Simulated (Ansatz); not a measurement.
Coupled-cluster run, `C[B]1[GeH2][Al]1[Cl]`.

```yaml
crystal:
  periodic: [false, false, false]
  atoms:
    - {symbol: C, position_ang: [-1.002411, -1.303559, 0.166144]}
    - {symbol: B, position_ang: [-0.069696, -0.070963, -0.079319]}
    - {symbol: Ge, position_ang: [1.492573, 1.031106, 0.758175]}
    - {symbol: Al, position_ang: [0.206865, 1.646874, -1.188380]}
    - {symbol: Cl, position_ang: [-0.336099, 3.470517, -2.069047]}
    - {symbol: H, position_ang: [-0.693240, -1.891967, 1.035300]}
    - {symbol: H, position_ang: [-2.030558, -0.971287, 0.336643]}
    - {symbol: H, position_ang: [-1.027658, -1.974379, -0.698458]}
    - {symbol: H, position_ang: [2.305360, 0.423713, 1.952264]}
    - {symbol: H, position_ang: [1.238163, -0.411156, -0.210522]}
basis:
  gaussian: {orbitals: def2-TZVPP}
correlation: {method: ccsd_t}
output: {orbitals: {seedname: orbitals}}
```

```sh
$ ansatz run in.yaml --threads 4 --pin off --events-out ev --progress --plain --max-ram 10444MiB
```

Log, shortened:

```
Functional definition: HF
1584 factors; integrals over basis functions are off by at most 1.3e-3 eV
mean field evaluation 1: about -77338.6271 eV, gradient 3.3e1 eV
mean field evaluation 2: about -77338.8334 eV, gradient 3.4e1 eV
mean field evaluation 4: about -77342.4161 eV, gradient 4.4e0 eV
mean field evaluation 8: about -77342.5223 eV, gradient 4.3e-1 eV
mean field evaluation 16: about -77342.5247 eV, gradient 2.8e-6 eV
mean field -77342.52473076 eV, -2842.2853592094 hartree, gradient 2.8e-6 eV, S^2 0.000000; 0 other end points of the search recorded, 0 dependent functions left out
21 core orbitals not correlated: weight in the atoms' cores, before any rotation towards them, 1.000 or more for the frozen orbitals, at most 0.000 for the correlated occupied ones
reference -77342.52473076 eV, -2842.2853592094 hartree; 18, 18 occupied and 225, 225 virtual orbitals, 1584 factors
second order -21.89925972 eV of doubles, -0.00000000 eV of singles
cycle   1  -22.35689288 eV  change   -4.6e-1 eV  update   1.1e-1
cycle   2  -22.98787448 eV  change   -6.3e-1 eV  update   3.4e-2
cycle   3  -23.08359123 eV  change   -9.6e-2 eV  update   1.6e-2
cycle   4  -23.07255149 eV  change    1.1e-2 eV  update   4.1e-3
cycle   5  -23.07169786 eV  change    8.5e-4 eV  update   1.8e-3
cycle   6  -23.07137862 eV  change    3.2e-4 eV  update   6.6e-4
cycle   7  -23.07126066 eV  change    1.2e-4 eV  update   3.1e-4
cycle   8  -23.07135790 eV  change   -9.7e-5 eV  update   1.4e-4
cycle   9  -23.07137370 eV  change   -1.6e-5 eV  update   5.7e-5
cycle  10  -23.07134375 eV  change    3.0e-5 eV  update   2.5e-5
perturbative correction -1.09763258 eV, -0.0403372534 hartree
Total energy: -77366.69370709 eV, -2843.1735527071 hartree
```

Run time 6.3 min (4 threads of an Arm Neoverse N1 on a shared host); peak host memory 6 GiB.

The correlation energy is -24.169 eV, 4.5 % of it from (T); the T1 diagnostic reads 0.0125.
